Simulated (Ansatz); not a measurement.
```xyz
4

N     0.0000    0.0000    0.0000
H     0.8700    0.0000   -0.5200
H    -0.8700    0.0000   -0.5200
O     0.0000    0.0000    1.2800
```

Basis set: pcseg-2 (spherical functions). Charge 0, multiplicity 2.

Computed with Ansatz (development build ahead of 0.2.0); each method stands on the lowest determinant of its kind that the runs found.

Q: Give the atomization energy at this shape (free ground-state atoms in the same class of orbitals less the molecule, no zero-point energy) of doublet H2NO by UHF, ROHF.

A:

| method | atomization energy |
| --- | --- |
| UHF | 6.45 eV |
| ROHF | 6.48 eV |

The shape needn't be a minimum at these levels.
